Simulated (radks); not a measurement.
Radial electron density D(r) = 4 pi r^2 rho(r) of an atom or ion with 55 electrons. Calculated with a radial shooting solver on a logarithmic mesh with Libxc functionals: scalar-relativistic Kohn-Sham, PBE, spin-polarised, spherical densities, finite nucleus; Fermi nuclear charge, rms radius of each element as measured or else 0.836 A^(1/3) + 0.57 fm.

| r (bohr) | D(r) (e/bohr) | spin D(r) |
|---|---|---|
| 0.001216 | 3.368 | 0.000166 |
| 0.001648 | 5.589 | 0.000274 |
| 0.002251 | 9.230 | 0.000450 |
| 0.003051 | 14.69 | 0.000708 |
| 0.004135 | 22.65 | 0.00107 |
| 0.005604 | 33.46 | 0.00154 |
| 0.007656 | 47.01 | 0.00205 |
| 0.01038 | 60.56 | 0.00239 |
| 0.01406 | 70.62 | 0.00226 |
| 0.01906 | 73.17 | 0.00138 |
| 0.02583 | 68.27 | -0.00000479 |
| 0.03529 | 64.19 | -0.000568 |
| 0.04782 | 72.75 | 0.00147 |
| 0.06481 | 90.46 | 0.00494 |
| 0.08784 | 94.14 | 0.00436 |
| 0.12 | 76.12 | -0.000390 |
| 0.1626 | 70.74 | 0.00369 |
| 0.2204 | 81.85 | 0.0110 |
| 0.2987 | 63.07 | 0.00157 |
| 0.4048 | 31.47 | 0.00906 |
| 0.5531 | 31.39 | 0.0221 |
| 0.7496 | 29.16 | -0.00249 |
| 1.016 | 14.20 | 0.0395 |
| 1.377 | 7.860 | 0.0577 |
| 1.881 | 5.389 | -0.0120 |
| 2.549 | 2.176 | 0.111 |
| 3.455 | 0.6585 | 0.306 |
| 4.682 | 0.2855 | 0.262 |
| 6.345 | 0.08348 | 0.0830 |
| 8.669 | 0.008366 | 0.00836 |
| 11.75 | 0.0002086 | 0.000209 |

What is the nuclear charge?

Answer. Z = 56. The innermost maximum, from 1s, lies near gamma/Z bohr with gamma = sqrt(1 - (Z/c)^2) = 0.913, here 0.0163 bohr (found: 0.0179), and its height grows with Z. The density is that of the barium ion Ba+ in [Xe] 6s1; the configuration itself is not fixed sharply by these data, and Z only to a few units. D(r) has 4 maxima, at r = 0.0179, 0.0792, 0.224, 0.629 bohr, and minima at 0.0344, 0.148, 0.460 bohr, inside which lie 1.96, 11.16, 28.92 electrons.
